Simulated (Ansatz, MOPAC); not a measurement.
Molecule: C₃H₆O₂, charge 0, multiplicity 1. SMILES: C(OC=O)C

Atoms: C1, C2, O3, C4, O5, H6, H7, H8, H9, H10, H11. Bonds: C1-C2, C1-H6, C1-H7, C1-H8, C2-O3, C2-H9, C2-H10, O3-C4, C4-O5, C4-H11.

Bond lengths (Å) and angles (degrees) optimised at AM1 with MOPAC; PM7 with MOPAC; HF/STO-3G with Ansatz (a first-principles code); B3LYP/LANL2DZ with Ansatz, each started from the B3LYP-D3(BJ)/def2-TZVP structure (Ansatz) of the last column. A row stands for all coordinates that are equal there; 9 of 18 kinds are shown. No wavenumbers were computed at HF/STO-3G, B3LYP/LANL2DZ, so these may be saddle points.

```csv
coordinate,AM1,PM7,HF/STO-3G,B3LYP/LANL2DZ,B3LYP-D3(BJ)/def2-TZVP
C1-C2,1.509,1.519,1.540,1.524,1.510
C1-H6,1.116 to 1.121,1.096 to 1.104,1.086 to 1.096,1.096,1.091
C2-O3,1.439,1.437,1.442,1.491,1.450
O3-C4,1.360,1.347,1.387,1.370,1.336
C4-O5,1.229,1.203,1.214,1.238,1.200
C4-H11,1.105,1.090,1.104,1.097,1.099
C1-C2-O3,106.5,104.3,107.9,106.8,107.6
C2-O3-C4,117.1,117.1,112.4,117.5,116.3
O3-C4-O5,119.5,123.2,125.0,125.5,126.1
```

A range marks coordinates that this level makes unequal.

Mean signed difference of all 10 bond lengths from B3LYP-D3(BJ)/def2-TZVP: AM1 0.019 Å, PM7 0.005 Å, HF/STO-3G 0.009 Å, B3LYP/LANL2DZ 0.015 Å.
